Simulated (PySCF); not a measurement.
C5H8S2Si, SMILES c1(cccs1)[SiH2]SC (GFN2-xTB optimised geometry):

```
16

C     -1.811    -3.387     0.000
S     -0.474    -2.157     0.006
Si    -1.673    -0.382     0.000
C     -0.468     1.033     0.000
C      0.896     1.033     0.000
C      1.458     2.326     0.000
C      0.513     3.301    -0.001
S     -1.079     2.656    -0.001
H     -1.342    -4.365     0.012
H     -2.408    -3.272    -0.899
H     -2.428    -3.259     0.884
H     -2.516    -0.388     1.197
H     -2.511    -0.391    -1.200
H      1.470     0.124     0.001
H      2.516     2.520     0.000
H      0.649     4.365    -0.001
```

Method: PySCF with PBE/def2-TZVP.

Question: What are the frontier orbital energies and the dipole moment?

Answer: HOMO-2 -6.35 eV, HOMO-1 -6.00 eV, HOMO -5.58 eV, LUMO -1.66 eV, LUMO+1 -0.94 eV; dipole moment 0.33 D.

Meta-Löwdin charges at PBE/def2-TZVP: C1 -0.41, S2 -0.17, Si3 0.55, C4 -0.36, C5 -0.13, C6 -0.15, C7 -0.26, S8 0.30, H9 0.15, H10 0.13, H11 0.13, H12 -0.10, H13 -0.10, H14 0.14, H15 0.14, H16 0.15.
